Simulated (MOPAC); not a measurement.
A run for MOPAC: AM1 on LiB-, 2S+1 = 2, a spin state set in the input, which need not be the lowest, a point of a bond scan (R = 2.161 Å). Charge -1.

```
AM1 1SCF PRECISE CHARGE=-1 UHF MS=0.5 THREADS=1
BLi

Li     0.00000000 1     0.00000000 1     0.00000000 1
B      0.00000000 1     0.00000000 1     2.16124300 1
```

Output:

```
*******************************************************************************
 **                                                                           **
 **                              MOPAC v23.2.5                                **
 **                                                                           **
 *******************************************************************************
 ** MOPAC's Digital Object Identifier: https://doi.org/10.5281/zenodo.6511958 **
 **                                                                           **
 ** Please cite the open-source release paper for use of this MOPAC version:  **
 ** J. E. Moussa and J. J. P. Stewart (2026)                                  **
 ** MOPAC: An open-source semiempirical molecular orbital program             **
 ** J. Open Source Softw., 11(119), 8025, https://doi.org/10.21105/joss.08025 **
 *******************************************************************************

                              AM1 CALCULATION RESULTS

 *******************************************************************************
 *  AM1        - The AM1 Hamiltonian to be used
 *  UHF        - UNRESTRICTED HARTREE-FOCK CALCULATION
 *
 *
 *
 *                 CHARGE ON SYSTEM = -1
 *
 *
 *
 *  MS=        - IN MECI, MAGNETIC COMPONENT OF SPIN =  0.5
 *  PRECISE    - TIGHTER CRITERIA TO BE USED
 *  1SCF       - DO 1 SCF AND THEN STOP
 *  THREADS=1  - MULTI-THREADING NOT USED
 *  T=         - A TIME OF 172800.0 SECONDS REQUESTED
 *  DUMP=N     - RESTART FILE WRITTEN EVERY 7200.0 SECONDS REQUESTED
 *******************************************************************************
AM1 1SCF PRECISE CHARGE=-1 UHF MS=0.5 THREADS=1
 BLi

   ATOM   CHEMICAL          X               Y               Z
  NUMBER   SYMBOL      (ANGSTROMS)     (ANGSTROMS)     (ANGSTROMS)

     1      Li          0.00000000  *   0.00000000  *   0.00000000  *
     2       B          0.00000000  *   0.00000000  *   2.16124300  *



          CARTESIAN COORDINATES

    NO.       ATOM           X           Y           Z

     1        Li          0.0000      0.0000      0.0000
     2         B          0.0000      0.0000      2.1612

 Li: (AM1): J. J. P. STEWART, J. MOL. MOD., 10, 155-164 (2004)
  B: (AM1): M.J.S. DEWAR ET AL, ORGANOMETALLICS, 7, 513-521 (1988)

           Empirical Formula: Li B  =     2 atoms



      MOLECULAR POINT GROUP   :   C*v


          UHF CALCULATION, NO. OF ALPHA ELECTRONS =    3
                           NO. OF BETA  ELECTRONS =    2

 -------------------------------------------------------------------------------
 AM1 1SCF PRECISE CHARGE=-1 UHF MS=0.5 THREADS=1
 BLi



     1SCF WAS SPECIFIED, SO BFGS WAS NOT USED
     SCF FIELD WAS ACHIEVED


                              AM1 CALCULATION
                                                       MOPAC v23.2.5 Linux




          FINAL HEAT OF FORMATION =        165.28413 KCAL/MOL =     691.54880 KJ/MOL


          COSMO AREA              =         82.80 SQUARE ANGSTROMS
          COSMO VOLUME            =         65.96 CUBIC ANGSTROMS

          IONIZATION POTENTIAL    =         -0.422546 EV
          ALPHA SOMO LUMO (EV)    =          0.243  7.320
          BETA  SOMO LUMO (EV)    =          0.423  7.978
          NO. OF ALPHA ELECTRONS  =          3
          NO. OF BETA  ELECTRONS  =          2
          MOLECULAR WEIGHT        =         17.7500         POINT GROUP:  C*v

          MOLECULAR DIMENSIONS (Angstroms)

            Atom       Atom       Distance
            B     2   Li     1     2.16124
            B     2   Li     1     0.00000
           Li     1    B     2     0.00000


          SCF CALCULATIONS        =          1





   ATOM   CHEMICAL          X               Y               Z
  NUMBER   SYMBOL      (ANGSTROMS)     (ANGSTROMS)     (ANGSTROMS)

     1      Li          0.00000000  *   0.00000000  *   0.00000000  *
     2       B          0.00000000  *   0.00000000  *   2.16124300  *

                             CARTESIAN COORDINATES

   1   Li        0.000000000     0.000000000     0.000000000
   2    B        0.000000000     0.000000000     2.161243000


           Empirical Formula: Li B  =     2 atoms



      MOLECULAR POINT GROUP   :   C*v


          ALPHA EIGENVALUES
 -11.04365   0.10750   0.24341   7.31974   7.42785  13.40092  13.44489  13.82043


           BETA EIGENVALUES
  -9.08090   0.42255   7.97788   8.05654   8.95452  13.38962  13.40224  13.80355


              NET ATOMIC CHARGES AND DIPOLE CONTRIBUTIONS

  ATOM NO.   TYPE          CHARGE      No. of ELECS.   s-Pop       p-Pop
    1         Li          -0.772334        1.7723     1.73266     0.03967
    2          B          -0.227666        3.2277     1.95808     1.26958
 DIPOLE           X         Y         Z       TOTAL
 POINT-CHG.     0.000     0.000     3.959     3.959
 HYBRID         0.000    -0.000    -1.184     1.184
 SUM            0.000    -0.000     2.775     2.775


          ATOMIC ORBITAL ELECTRON POPULATIONS

     Atom    s        px        py        pz
    1 Li   1.73266   0.00568   0.00000   0.03399
    2  B   1.95808   0.99432   0.00000   0.27527


                    (SZ)    =    0.500000
                    (S**2)  =    0.786729


          ATOMIC ORBITAL SPIN POPULATIONS

    Atom   Total    s     px     py     pz
         Atomic
    1 Li -0.1132 -0.118  0.006  0.000 -0.001
    2  B  1.1132 -0.001  0.994  0.000  0.119

 **********************
 *                    *
 * JOB ENDED NORMALLY *
 *                    *
 **********************




 == MOPAC DONE ==
```

The run finished.

Cost: around 0.020 core-seconds (rough).
